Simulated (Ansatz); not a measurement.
A structure relaxed at PBE0-D4/def2-TZVP, charge 0, multiplicity 1:

```xyz
4

S     0.534   -1.379   -0.742
Zn    0.197    0.383    0.456
Br   -0.121    2.200    1.713
H    -0.610   -1.204   -1.428
```

Give its formula and SMILES.

BrHSZn, `[SH][Zn][Br]`.

Point group (tolerance 0.08 Å, 0.16 Å for H)?

Cs.

Summarise the bond lengths by kind.

1 × S–Zn 2.156 Å; 1 × H–S 1.345 Å; 1 × Br–Zn 2.233 Å.

All numbers were calculated with Ansatz.
